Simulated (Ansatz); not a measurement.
One change: `[F][Al]([Cl])[GeH3]` becomes `[Cl][Al]([Cl])[GeH3]`.

Ansatz, PBE0-D4/def2-TZVP geometries, multiplicity 1. 

Scalar relativity is left out up to krypton.

| property | `[F][Al]([Cl])[GeH3]` |
| --- | --- |
| LUMO energy (ωB97M-V/def2-TZVPP) / eV | 0.13 |
| HOMO–LUMO gap (PBE0/def2-TZVPP) / eV | 6.86 |
| HOMO energy (PBE0/def2-TZVPP) / eV | -8.44 |
| HOMO energy (B3LYP/def2-TZVPP) / eV | -8.23 |
| LUMO energy (PBE/def2-TZVPP) / eV | -2.30 |
| LUMO energy (PBE0/def2-TZVPP) / eV | -1.58 |

Question: Give the same properties after the change, and the shifts. (Best estimate.)

Answer: Computed: 
```json
{"property": "LUMO energy (ωB97M-V/def2-TZVPP) / eV", "`[Cl][Al]([Cl])[GeH3]`": "-0.05", "shift": "-0.18"}
{"property": "HOMO–LUMO gap (PBE0/def2-TZVPP) / eV", "`[Cl][Al]([Cl])[GeH3]`": "6.50", "shift": "-0.36"}
{"property": "HOMO energy (PBE0/def2-TZVPP) / eV", "`[Cl][Al]([Cl])[GeH3]`": "-8.28", "shift": "0.16"}
{"property": "HOMO energy (B3LYP/def2-TZVPP) / eV", "`[Cl][Al]([Cl])[GeH3]`": "-8.06", "shift": "0.17"}
{"property": "LUMO energy (PBE/def2-TZVPP) / eV", "`[Cl][Al]([Cl])[GeH3]`": "-2.50", "shift": "-0.20"}
{"property": "LUMO energy (PBE0/def2-TZVPP) / eV", "`[Cl][Al]([Cl])[GeH3]`": "-1.78", "shift": "-0.20"}
```

With PBE0 the HOMO rises by 0.16 eV and the LUMO falls by 0.20 eV, so the gap narrows by about 0.36 eV. PBE moves the HOMO by 0.14 eV and ωB97M-V by 0.18 eV.

B3LYP here is the variant with VWN-RPA as its local correlation; programs differ in this.
